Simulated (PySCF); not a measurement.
CH4Br2Ge, SMILES [CH3][GeH]([Br])[Br].

Coordinates come from a B3LYP-D3(BJ)/def2-SVP optimisation.

Computed with CAM-B3LYP/def2-TZVP run with PySCF.

Isolated molecule, no solvent.

Problem. Estimate the frontier levels, gap, dipole moment and polarisability. (An estimate is asked for; the answer gives what the named calculation found.)

Solution. 
| Quantity | Result |
|---|---|
| highest occupied level | -9.61 eV |
| lowest empty level | -0.16 eV |
| orbital gap | 9.45 eV |
| dipole moment | 2.65 D |
| quadrupole, principal values (traceless, Buckingham form, about the centre of nuclear charge) | -5.63, 0.87, 4.76 D·Å |
| mean static polarisability | 81.2 bohr³ (12.04 Å³) |
| polarisability, principal values | 66.4, 81.3, 96.0 bohr³ |
